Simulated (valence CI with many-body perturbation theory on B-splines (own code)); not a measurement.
**Xe4+: electric-dipole lines**

Method: relativistic CI+MBPT: four valence electrons over a frozen Dirac-Fock core [Kr] 4d10, radial functions for each j: 11 s, 11 p, 9 d, 7 f, 5 g, 2 h, 1 i, with the one-electron correlation potential Σ1 (screened to all orders), the two-electron term Σ2, the three-electron term Σ3, Breit, model QED; selected single and double excitations, second order for the rest, scaled by the run's own slope (own B-spline code, finite nucleus).

Against 45 measured levels this calculation errs by 319 cm⁻¹ on average and by 643 at most. These come from a selection out of Saloman, J. Phys. Chem. Ref. Data 33, 765 (2004). Levels without a partner in it may be off by more. 7 measured levels below the end of the list, from 169673 cm⁻¹ on, found no clear computed partner, and computed levels of the same name lie up to 2907 cm⁻¹ from them.

Lines 51 to 100 of 241 in falling wavelength, among levels below 262440 cm⁻¹, chosen from the strongest by gf and those to the six lowest levels. Wavelengths and rates use the calculated energies, so an error of 300 cm⁻¹ moves a line at 168.2 nm by 0.5 % and its rate by three times that or more. Electric multipoles are in the length gauge, E1 and E2 with the static RPA response of the core. Weak lines are less certain than strong ones. Lines between different terms over intervals too small for the method are left out, as are lines whose strength nearly cancels. Where a level lies close to another of its J and parity, the split of strength between their lines is uncertain. The highest levels of a list are the least certain.

Names give the largest LS component (configuration and term), which can be under half, so a name can repeat, a term be missing and a line seem to break the LS rules; names also repeat where a configuration has a term twice. Letters in brackets count levels of one name in rising energy.

```tsv
λ vac (nm)	λ from measured levels	Upper	Lower	A (s⁻¹)	S (a.u.)
172.8		5s 5p2 5d 5D_2	5s2 5p 5d 1F°_3	4.37e+07	5.56e-01
172.1		5s2 5p 6p 3D_1	5s 5p3 1P°_1	7.61e+07	5.74e-01
171.7		5s2 5p 6p 1D_2	5s2 5p 6s 3P°_1	2.70e+07	3.38e-01
171.5		5s2 5p 6p 1D_2	5s2 5p 5d 1F°_3	4.71e+08	5.87e+00
168.2	167.6	5s2 5p 6p 1S_0	5s2 5p 5d 1P°_1	1.87e+08	4.39e-01
166.7	164.1	5s2 5p 6p 3P_0	5s2 5p 5d 3D°_1	4.96e+08	1.13e+00
166.2		5s2 5p 6p 3P_2	5s2 5p 5d 3P°_2 [b]	5.52e+07	6.26e-01
165.4		5s2 5p 6p 3P_1 [b]	5s2 5p 5d 3P°_1	7.25e+07	4.86e-01
165.4	166.8	4f 5s2 5p 3D_3	5s2 5p 5d 1D°_2	4.69e+07	7.33e-01
162.3		5p4 3P_1	5s2 5p 5d 3D°_2	4.19e+07	2.65e-01
162.2		5s2 5p 6p 3P_1 [b]	5s2 5p 5d 3P°_0	4.57e+07	2.89e-01
161.6		5s2 5p 6p 3P_2	5s2 5p 5d 3P°_1	5.08e+07	5.29e-01
160.2		5p4 1D_2	5s2 5p 5d 3P°_2 [b]	3.91e+07	3.97e-01
158.3	157.6	5s2 5p 6p 3P_1 [a]	5s2 5p 5d 3P°_2 [a]	5.51e+08	3.23e+00
157.7	156.8	5s 5p3 5S°_2	5s2 5p2 1D_2	8.52e+05	8.24e-03
157.7		5s2 5p 6p 3P_0	5s 5p3 1P°_1	2.35e+08	4.55e-01
157.6		5s2 5p 6p 3P_1 [b]	5s2 5p 5d 3D°_2	3.25e+08	1.88e+00
156.9		5s2 5p 6p 3P_2	5s2 5p 5d 3D°_3	3.38e+08	3.22e+00
156.4	155.8	5s2 5p 6p 3D_2	5s2 5p 5d 3P°_2 [a]	7.33e+07	6.92e-01
155.0		5s2 5p 6p 3S_1	5s2 5p 5d 3P°_2 [b]	3.51e+08	1.94e+00
154.1		5s2 5p 6p 3P_2	5s2 5p 5d 3D°_2	1.71e+08	1.55e+00
152.1		5s2 5p 6p 3D_3	5s2 5p 5d 3D°_3	1.54e+08	1.88e+00
152.0	153.1	4f 5s2 5p 3G_3 [b]	5s 5p3 3P°_2	2.36e+07	2.87e-01
151.5		5p4 1D_2	5s2 5p 5d 3D°_3	7.10e+07	6.09e-01
151.0		5s2 5p 6p 3S_1	5s2 5p 5d 3P°_1	3.01e+08	1.53e+00
149.9		5s2 5p 6p 1D_2	5s2 5p 5d 3P°_2 [b]	1.03e+08	8.57e-01
148.3		5s2 5p 6p 3S_1	5s2 5p 5d 3P°_0	1.40e+08	6.75e-01
142.2		5s2 5p 6p 1D_2	5s2 5p 5d 3D°_3	2.96e+07	2.10e-01
141.7	141.2	5s 5p3 3D°_1	5s2 5p2 1S_0	9.32e+05	3.92e-03
140.1	141.4	4f 5s2 5p 3G_4	5s 5p3 3D°_3	6.58e+07	8.04e-01
140.1		5s2 5p 6p 3P_1 [b]	5s2 5p 5d 3D°_1	5.62e+07	2.29e-01
139.6	139.7	5s2 5p 6p 3D_1	5s2 5p 5d 3F°_2	6.35e+08	2.56e+00
139.6	141.0	4f 5s2 5p 1D_2	5s2 5p 5d 1D°_2	4.20e+07	2.82e-01
139.6	140.7	4f 5s2 5p 3D_3	5s 5p3 3P°_2	3.64e+07	3.42e-01
136.5	137.6	4f 5s2 5p 3D_2	5s 5p3 3P°_2	4.62e+07	2.90e-01
136.2	137.4	4f 5s2 5p 3D_2	5s 5p3 3P°_1	7.33e+07	4.58e-01
134.8	135.9	4f 5s2 5p 3F_3	5s 5p3 3D°_2	1.24e+08	1.05e+00
134.0	134.1	5s2 5p 6p 3D_2	5s2 5p 5d 3F°_3	9.52e+08	5.65e+00
132.7	133.8	4f 5s2 5p 3D_1	5s 5p3 3P°_1	7.18e+07	2.48e-01
131.0		5p4 3P_2	5s 5p3 3S°_1	5.77e+07	3.20e-01
130.6	131.7	4f 5s2 5p 3D_1	5s 5p3 3P°_0	7.13e+07	2.35e-01
130.0	131.0	4f 5s2 5p 3F_2	5s 5p3 3D°_1	1.62e+08	8.81e-01
128.7	128.1	5s 5p3 5S°_2	5s2 5p2 3P_2	1.04e+07	5.49e-02
128.2	128.3	5s2 5p 6p 3P_1 [a]	5s2 5p 5d 3F°_2	3.09e+08	9.64e-01
127.4		5s2 5p 6p 3D_3	5s2 5p 5d 3F°_4	1.23e+09	8.76e+00
127.3		5p4 1D_2	5s 5p3 1P°_1	4.32e+07	2.20e-01
127.0	127.1	5s2 5p 6p 3D_2	5s2 5p 5d 3F°_2	7.29e+07	3.69e-01
121.6	122.5	4f 5s2 5p 3F_4	5s 5p3 3D°_3	1.12e+08	8.93e-01
121.3	121.6	5s2 5p 6p 3D_1	5s2 5p 5d 1D°_2	3.30e+08	8.72e-01
121.1	120.6	5s 5p3 5S°_2	5s2 5p2 3P_1	1.08e+07	4.75e-02
```
